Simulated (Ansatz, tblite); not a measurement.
Isomers of YO$_{2}$H (singlet), found by a short tight-binding search and relaxed with PBE-D4/def2-TZVP in Ansatz.

In the def2 sets Y takes a core potential; there is no spin–orbit coupling. The xTB rows come from tblite. LC-ωPBE has ω = 0.4 bohr⁻¹.

Run but left out: HF/def2-TZVPP, MP2/def2-TZVPP, CCSD/def2-TZVPP, CCSD(T)/def2-TZVPP (flagged by the program: other roots).

A: The restricted singlet is unstable towards broken spin symmetry in Hartree–Fock (as tested in another run); at PBE-D4/def2-TZVP, r2SCAN-D4/def2-TZVP, PBE0-D4/def2-TZVP, r2SCAN0-D4/def2-TZVP and others this wasn't settled. B: It holds 1 O–O bond.

Other spin states weren't relaxed.

A:

```xyz
4

Y     0.048    0.149    0.208
O     1.643    1.153    0.593
O    -1.674   -0.355    0.759
H    -0.018   -0.948   -1.561
```

B:

```xyz
4

Y    -0.7465   -0.3617    0.0953
O     0.7836    0.3736    1.1585
O     1.2117   -0.7513    0.2560
H    -1.2487    0.7393   -1.5098
```

**Question.** Estimate their order by electronic energy at PBE0-D4/def2-TZVP, counted from the lowest.

**Answer.** B (0.0) < A (57.1), in kcal/mol.

**Question.** Do the other levels pick the same lowest one?

**Answer.** All that were run do. Energies above each level's lowest (kcal/mol):

| level | A | B |
| --- | --- | --- |
| GFN1-xTB | 64.6 | 0.0 |
| GFN2-xTB | 76.6 | 0.0 |
| PBE-D4/def2-TZVP | 39.0 | 0.0 |
| r2SCAN-D4/def2-TZVP | 44.0 | 0.0 |
| PBE0-D4/def2-TZVP | 57.1 | 0.0 |
| r2SCAN0-D4/def2-TZVP | 60.0 | 0.0 |
| LC-ωPBE/def2-TZVP | 77.2 | 0.0 |
Point groups (tolerance 0.1 Å): A Cs, B Cs. Lower isomers may exist.
